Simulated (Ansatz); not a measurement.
# What GeO (SMILES [O]=[Ge]) costs in Ansatz

GeO: 2 atoms, total charge 0, spin state singlet. As SMILES, `[O]=[Ge]`. The coordinates come from a PBE0-D4/def2-TZVP relaxation.

| atom | x (Å) | y (Å) | z (Å) |
| --- | --- | --- | --- |
| O | 0.0000 | 0.0000 | -0.0230 |
| Ge | 0.0000 | 0.0000 | 1.5995 |

Program: Ansatz 0.2.0. Hardware: 1 thread of Arm Neoverse V1, shared host, so times are rough. Ansatz fits the integrals of SCF and DFT runs by default. Its times include its search for lower SCF states.

Estimate their order by wall time, quickest first.
A. gradient at CCSD(T)/cc-pVDZ, 10 core orbitals frozen
B. energy at CCSD(T)/pcseg-1, 10 core orbitals frozen
C. energy at CCSD(T)/pcseg-3, 10 core orbitals frozen
D. energy at MP2/pc-0, 10 core orbitals frozen

D (0.16 s), B (0.46 s), A (1.5 s), C (7.8 s).
